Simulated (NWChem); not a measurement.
# TeBrF; SMILES F[Te]Br

This build's default masses of Se (78.918 u) and Br (79.917 u) are each other's, which moves their modes by up to 0.6 %. def2 effective core potentials on Te; no spin-orbit coupling.

Question: Give the equilibrium geometry at PBE0/def2-SVP with def2 effective core potentials on Te (NWChem) as an XYZ file, with the point group.

Answer: point group Cs; any orientation.
```
3

Te     0.2546     0.8394     0.0000
F     -1.6194     1.3289     0.0000
Br     0.0021    -1.6376     0.0000
```
